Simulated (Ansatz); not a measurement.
Basis-set extrapolation for `B1C=NCO1` (PBE0-D4/def2-TZVP geometry, frozen core, Ansatz). Multiplicity 1, RHF reference.

```json
{"": "HF", "def2-TZVPP": "-232.174961", "def2-QZVPP": "-232.185574"}
{"": "MP2 correlation", "def2-TZVPP": "-0.843145", "def2-QZVPP": "-0.902259"}
{"": "CCSD(T) correlation", "def2-TZVPP": "-0.906547", "def2-QZVPP": "not run"}
```

Energies in hartree. Use E(X) = E(∞) + A·exp(−7.88·√X) for Hartree–Fock and E(X) = E(∞) + B·X^(−2.97) for correlation, with X = 3 and 4, and add CCSD(T) minus MP2 of the smaller set to the MP2 limit.

Problem. What is the CCSD(T) energy at the basis-set limit?

Solution. HF limit: -232.185574 + (-0.010613) × 0.13774 = -232.18704. MP2 limit: -0.902259 + (-0.059114) × 0.74074 = -0.94605. Higher-order term: -0.906547 − (-0.843145) = -0.06340. Total: -233.19649 hartree, 301.9 kJ/mol below CCSD(T)/def2-TZVPP.
